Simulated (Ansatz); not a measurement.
Cost and result for the atomization energy of CH9BGeSi (`C[BH][GeH2][SiH3]`) (13 atoms, 12 bonds).

Cartesian coordinates in Å:
```
C -0.9473 1.6838 1.1885
B 0.2229 0.6691 1.1456
Ge 1.0746 0.0264 -0.6106
Si -0.0318 -2.0000 -1.2272
H -0.4564 2.6394 1.4443
H -1.4779 1.8499 0.2496
H -1.6602 1.5040 1.9978
H 0.6556 0.2266 2.1728
H 2.5786 -0.2929 -0.5080
H 0.8770 1.0122 -1.7816
H -1.4920 -1.7570 -1.3815
H 0.1596 -3.0352 -0.1761
H 0.4974 -2.5264 -2.5136
```

Total charge 0; spin multiplicity 1. Correlated methods include outer-core shells of Ge, which these sets cover unevenly. Scalar relativity is left out up to krypton. Geometry: relaxed with PBE0-D4/def2-TZVP. It is one conformer, not always the lowest. Program: Ansatz. All runs use 4 threads of an Arm Neoverse V1 on a shared host. Times are those of one run each, without the atoms' runs, and a repeat can differ threefold. Electronic energies, without spin–orbit coupling; frozen cores. CCSD(T)/CBS adds CCSD(T) − MP2 in def2-TZVPP to the MP2 limit, and its time is that of the two runs behind it. T1 = 0.012. With those shells the extrapolation isn't a true limit. B3LYP takes the VWN-RPA correlation (the form of Gaussian; ORCA's B3LYP/G).

CCSD(T)/CBS is a level of theory with its own doubt, some kJ/mol a heavy atom from the limit and from the frozen cores, so smaller differences don't rank the functionals.

```
                             level  functions  wall time  atomization (kcal/mol)  difference from CCSD(T)/CBS  per bond
   PBE-D4/def2-TZVPP (with forces)        278      3.2 s                   987.0                         -0.9      -0.1
                PBE0-D4/def2-TZVPP        278      4.1 s                   984.2                         -3.7      -0.3
r2SCAN-D4/def2-TZVPP (with forces)        278        6 s                   992.1                          4.2       0.4
 B3LYP-D4/def2-TZVPP (with forces)        278      6.5 s                   988.2                          0.3       0.0
                 B2PLYP/def2-TZVPP        278      7.5 s                   975.9                        -12.0      -1.0
                ωB97X-V/def2-TZVPP        278       11 s                   993.4                          5.5       0.5
  ωB97M-V/def2-TZVPP (with forces)        278       16 s                   986.8                         -1.1      -0.1
                    MP2/def2-QZVPP        543       36 s                   974.9                        -13.0      -1.1
                CCSD(T)/def2-TZVPP        278    4.5 min                   968.9                        -19.0      -1.6
                 CCSD(T)/CBS(def2)          –    5.1 min                   987.9                          0.0       0.0
```

In def2-TZVPP, CCSD(T) changes the Hartree–Fock value by +208.8 kcal/mol (the triples alone add +8.8 kcal/mol) and MP2 by +203.8 kcal/mol; breaking electron pairs costs correlation energy, which Hartree–Fock lacks. The D4 term adds +9.6 kcal/mol with B3LYP and +5.1 kcal/mol with PBE0; it sums over pairs of atoms, weighted by their polarisabilities, and B3LYP, whose exchange is more repulsive, gets the larger term. From PBE to PBE0 (25 % exact exchange), in def2-TZVPP and without D4, the atomization energy moves by −1.9 kcal/mol: exact exchange takes away binding that semilocal exchange gives to molecules.
